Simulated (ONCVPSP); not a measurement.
Transferability test, ONCV potential for fluorine (F)

fluorine, optimised norm-conserving Vanderbilt (ONCV), made with ONCVPSP 4.0.1 (PBE, scalar-relativistic). Core [He], reference 2s2 2p5. Waves: 2s: rc 0.60 bohr, ncon 4, nbas 7, qcut 8.7 1/bohr, 2 projectors, debl 3.6 Ha; 2p: rc 1.80 bohr, ncon 4, nbas 7, qcut 8.3 1/bohr, 2 projectors, debl 1.9 Ha; d scattering state at 0.3 Ha: rc 1.85 bohr, ncon 4, nbas 7, qcut 6 1/bohr, 3 projectors, debl 4 Ha. Local part: polynomial inside 0.50 bohr (lpopt 5, dvloc0 1 Ha). Core correction: Teter function, fcfact 1.75, rcfact 1.25.

Energies are relative to the spin-unpolarised reference configuration 2s2 2p5; without spin polarisation the order of configurations can differ from experiment.

```json
{"valence configuration": "2s2 2p2", "charge": "+3", "ΔE all-electron (eV)": "118.412", "error AE − PS (meV)": "+2482"}
{"valence configuration": "2s2 2p1", "charge": "+4", "ΔE all-electron (eV)": "204.213", "error AE − PS (meV)": "+6259"}
```

**Question.** What are ΔE and the potential's error for 2s2 2p3?

**Answer.** ΔE = 57.775 eV all-electron; the error (AE − PS) is +716 meV.

**Question.** What are ΔE and the potential's error for 2s2 2p4?

**Answer.** ΔE = 19.390 eV all-electron; the error (AE − PS) is +101 meV.
